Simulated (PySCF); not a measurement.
Compound: naphthalene, C10H8.
Z-matrix (Å and degrees, GFN2-xTB geometry), rows numbered from 1:
```
C 
C   1  1.4040
C   2  1.3665  1  120.34
C   3  1.4107  2  120.74  1     0.05
C   4  1.4106  3  122.16  2   179.90
C   5  1.3664  4  120.74  3   179.88
C   6  1.4039  5  120.34  4     0.00
C   7  1.3664  6  120.34  5     0.08
C   8  1.4106  7  120.74  6    -0.05
C   1  1.3665  2  120.33  3     0.05
H   1  1.0806  2  119.32  3   179.98
H   2  1.0805  1  119.31  3   180.00
H   3  1.0812  2  120.56  1  -179.86
H   5  1.0811  4  118.69  3    -0.09
H   6  1.0803  5  120.33  4  -179.99
H   7  1.0803  6  119.33  5  -179.90
H   8  1.0811  7  120.59  6   179.98
H  10  1.0812  1  120.57  2   179.85
```

Level of theory: PBE0/pcSseg-1 in PySCF (dipole) on a GFN2-xTB geometry, gas phase.

Masses are those of the commonest isotopes; rigid-rotor values at the optimised geometry. 

Question: Give the principal moments of inertia and the rotational constants in MHz.

Answer: Ia = 159.55, Ib = 404.42, Ic = 563.97 u·Å²; 505379 MHz·u·Å²/I gives A = 3168, B = 1250, C = 896.1 MHz.

Question: Classify the top.

Answer: An asymmetric top; Ray's κ = -0.689.

Question: What does the inertial defect say?

Answer: Planar: Δ = Ic − Ia − Ib = 0.00 u·Å². For a rigid frame Δ = −2 Σ m c², so it vanishes when all atoms lie in the ab plane; here none is more than 0.01 Å from it.

Question: Give the coordinates in the principal-axis frame, origin at the centre of mass.

Answer: The sense of each axis is arbitrary; atoms in the order of the calculation.
```csv
atom,mass (u),a (Å),b (Å),c (Å)
C1,12.000,2.414,0.702,-0.001
C2,12.000,2.414,-0.702,0.001
C3,12.000,1.235,-1.392,0.002
C4,12.000,0.000,-0.710,0.000
C5,12.000,-1.235,-1.392,-0.001
C6,12.000,-2.414,-0.702,-0.001
C7,12.000,-2.414,0.702,0.001
C8,12.000,-1.235,1.392,0.001
C9,12.000,0.000,0.710,-0.001
C10,12.000,1.235,1.392,-0.001
H11,1.008,3.356,1.231,-0.001
H12,1.008,3.356,-1.231,0.001
H13,1.008,1.231,-2.473,0.005
H14,1.008,-1.230,-2.473,-0.003
H15,1.008,-3.356,-1.231,-0.001
H16,1.008,-3.356,1.231,0.004
H17,1.008,-1.230,2.473,0.002
H18,1.008,1.230,2.473,0.001
```

The point group D2h allows no dipole (computed: 0.00 D), so a rigid rotor has no electric-dipole lines.

Whether it is a minimum is left open (no frequencies). Constants of a rigid frame at the computed geometry: no zero-point averaging, no centrifugal distortion.

Hardware: one thread, Arm Neoverse V2 (shared host). Cost: 31 s. This is the PBE0/pcSseg-1 job that gave the dipole, with the shieldings it also computed.
